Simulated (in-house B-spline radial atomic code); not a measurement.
Ca²⁺. Computed with a B-spline radial atomic code. Model: all-electron spherical atom, spin shells full or empty, radial basis limit, no spin-orbit coupling, Breit or QED, empty-state partial waves extrapolated as (l+1/2)^-4, RPA, G0W0 and static COHSEX of the highest shell as one setting changes (uncorrelated shells keep exact exchange).

Given: element Ca; charge 2; filled core Ne; hamiltonian one-electron scalar X2C; mean-field start HSE06; highest l of empty states 9; nuclear rms radius 3.4776 fm; highest mean-field shell 3p.

Shell: 3s 1 1, 3p 3 3 (electrons up and down).

```
lowest nl shells left uncorrelated  RPA correlation energy (hartree)  G0W0 level (eV)  G0W0 minus most complete (meV)  COHSEX level (eV)  linearised minus solved G0W0 (meV)
                                 0                           -1.1293          -51.016                               0            -54.314                               -20.5
                                 1                                 ?                ?                               ?                  ?                                   ?
                                 2                                 ?                ?                               ?                  ?                                   ?
                                 3                          -0.43606           -50.87                           146.1            -54.044                               -19.5
                                 4                          -0.30444          -51.626                          -609.6            -54.627                               -16.8
```

Problem. What follows for lowest nl shells left uncorrelated = 1?

Solution. RPA correlation energy -0.99255 hartree; G0W0 level -51.009 eV; G0W0 minus most complete 7.8 meV; COHSEX level -54.31 eV; linearised minus solved G0W0 -20.4 meV.

Problem. What follows for lowest nl shells left uncorrelated = 2?

Solution. RPA correlation energy -0.84037 hartree; G0W0 level -50.995 eV; G0W0 minus most complete 21.6 meV; COHSEX level -54.293 eV; linearised minus solved G0W0 -20.4 meV.
